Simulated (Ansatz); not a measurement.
`N[CH](F)[AlH][OH]` and `C[SiH2]C(N)F` differ in one atom or group.

Ansatz, PBE0-D4/def2-TZVP geometries, multiplicity 1. Each molecule was computed in one conformer, which needn't be the lowest.

```json
{"property": "HOMO energy (ωB97M-V/def2-TZVPP) / eV", "`N[CH](F)[AlH][OH]`": "-9.80"}
{"property": "HOMO energy (B3LYP/def2-TZVPP) / eV", "`N[CH](F)[AlH][OH]`": "-7.32"}
{"property": "LUMO energy (PBE/def2-TZVPP) / eV", "`N[CH](F)[AlH][OH]`": "-1.55"}
{"property": "LUMO energy (ωB97M-V/def2-TZVPP) / eV", "`N[CH](F)[AlH][OH]`": "0.81"}
{"property": "LUMO energy (PBE0/def2-TZVPP) / eV", "`N[CH](F)[AlH][OH]`": "-0.78"}
{"property": "size of the dipole moment (B3LYP/def2-TZVPP) / D", "`N[CH](F)[AlH][OH]`": "1.63"}
```

Problem. Give the same properties after the change, and the shifts. (An estimate is asked.)

Solution. Ansatz gave: 
```csv
property,`C[SiH2]C(N)F`,shift
HOMO energy (ωB97M-V/def2-TZVPP) / eV,-10.25,-0.45
HOMO energy (B3LYP/def2-TZVPP) / eV,-7.63,-0.31
LUMO energy (PBE/def2-TZVPP) / eV,-0.22,1.33
LUMO energy (ωB97M-V/def2-TZVPP) / eV,2.04,1.23
LUMO energy (PBE0/def2-TZVPP) / eV,0.59,1.37
size of the dipole moment (B3LYP/def2-TZVPP) / D,1.41,-0.22
```

With PBE0 the HOMO falls by 0.35 eV and the LUMO rises by 1.37 eV, so the gap widens by about 1.72 eV. PBE moves the HOMO by -0.28 eV and ωB97M-V by -0.45 eV. Dipoles are sizes alone; their direction can turn.

B3LYP here is the variant with VWN-RPA as its local correlation; programs differ in this.
